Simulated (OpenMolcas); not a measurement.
**Sn2+: RASPT2 settings compared**

```json
{
 "Program": "OpenMolcas",
 "Basis": "ANO-RCC-VQZP [8s7p5d3f2g]",
 "Scalar Hamiltonian": "DKH2, point nucleus",
 "Active space": "2 electrons in 9 orbitals (RAS2 5s 5p; RAS3 5d, at most 2 electrons)",
 "State averaging": "2S+1 = 1 even, 6 roots; 2S+1 = 3 even, 3 roots kept (CI in the orbitals of an earlier block); 2S+1 = 1 odd, 3 roots; 2S+1 = 3 odd, 3 roots kept (CI in the orbitals of an earlier block)",
 "Spin-orbit coupling": "RASSI with atomic mean-field integrals over the reference wave functions, term energies averaged over their components"
}
```

Methods on the same reference wave functions:
A. RASSCF
B. SS-RASPT2, IPEA 0 Eh, sigma1 regulariser 0.05 Eh (closed shells correlated: none)
C. SS-RASPT2, IPEA 0.6 Eh, imaginary shift 0.1 Eh (closed shells correlated: 4s 4p 4d)
D. XMS-RASPT2, IPEA 0.75 Eh, no level shift (closed shells correlated: 4d)

Energies in cm-1 above 5s2 1S0, the measured ground level; measured values from Moore, Atomic Energy Levels, vol. III, NSRDS-NBS 35 (1971 reprint of NBS Circular 467, 1958).

```tsv
Level	A	B	C	D	Measured
5s2 1S0	0.0	0.0	0.0	0.0	0.0
5s 5p 3P* 0	49866	49660	55130	55300	53548
5s 5p 3P* 1	51009	50800	56240	56420	55196
5s 5p 3P* 2	53625	53420	58880	59060	59229
5s 5p 1P* 1	79613	79490	79020	79520	79911
```

Deviations, from unrounded energies. A percentage is the sum of absolute deviations over the sum of measured energies, with the sign that they share, or ± where signs differ.

```
           Against measurement  Levels     A     B     C     D
mean absolute deviation (cm-1)       4  3400  3600   970   880
      other configurations (%)       4  -5.6  -5.9  ±1.6  ±1.4
```

D lies closest to measurement on these levels and B furthest from it. The largest miss of D in the table is 5s 5p 3P* 0, by +1800 cm-1. The ranking rests on the paired levels alone, and a cruder setting can come out closer through cancelling errors.

Among B to D the level of the table that moves most is 5s 5p 3P* 0, by 5600 cm-1 (lowest in B, highest in D). Moves below CASPT2's spread within the term are not significant.

The two smallest mean deviations differ by little beside CASPT2's spread within terms, so their order carries little weight.

The lowest spin-free term lies below A's lowest term by 0.006 hartree in B, 0.667 hartree in C, 0.438 hartree in D.

CASPT2 does not keep the components of a term degenerate, so their means are used; among the terms shown or strongly mixed into the levels shown the widest spread is 310 cm-1 (5s 5p 1P*, D). Terms from blocks run as CI alone lack orbitals of their own. Active for correlation alone: 5d; no level in the range computed is led by a configuration that fills it, so any true level of that kind is missing. Computed and measured levels are paired by configuration, term and J; levels that our copy of the source lacks, or whose pairing is in doubt (as where it misses far off the trend of its configuration), stay unpaired and out of the deviations. Levels of configurations outside the active space are missing. Levels that lie high or do not pair safely by name in every column are left out.

* marks odd parity.
